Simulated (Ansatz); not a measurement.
`C[O][Mg][F]` and `C[O][Mg][O][SiH3]` differ in one atom or group.

Ansatz, PBE0-D4/def2-TZVP geometries, multiplicity 1. Each molecule was computed in one conformer, which needn't be the lowest.

```tsv
property	`C[O][Mg][F]`
HOMO energy (ωB97M-V/def2-TZVPP) / eV	-9.84
HOMO–LUMO gap (PBE/def2-TZVPP) / eV	3.74
LUMO energy (ωB97M-V/def2-TZVPP) / eV	-0.13
zero-point energy (PBE0-D4/def2-TZVP) / kJ/mol	113.4
HOMO energy (PBE0/def2-TZVPP) / eV	-7.40
HOMO–LUMO gap (ωB97M-V/def2-TZVPP) / eV	9.71
```

Question: Give the same properties after the change, and the shifts. (Estimate.)

Answer: Ansatz gave: 
| property | `C[O][Mg][O][SiH3]` | shift |
| --- | --- | --- |
| HOMO energy (ωB97M-V/def2-TZVPP) / eV | -9.80 | 0.04 |
| HOMO–LUMO gap (PBE/def2-TZVPP) / eV | 3.75 | 0.01 |
| LUMO energy (ωB97M-V/def2-TZVPP) / eV | -0.10 | 0.03 |
| zero-point energy (PBE0-D4/def2-TZVP) / kJ/mol | 184.8 | 71.4 |
| HOMO energy (PBE0/def2-TZVPP) / eV | -7.36 | 0.04 |
| HOMO–LUMO gap (ωB97M-V/def2-TZVPP) / eV | 9.71 | 0.00 |

The zero-point energy changes by 71.4 kJ/mol with +12 modes.
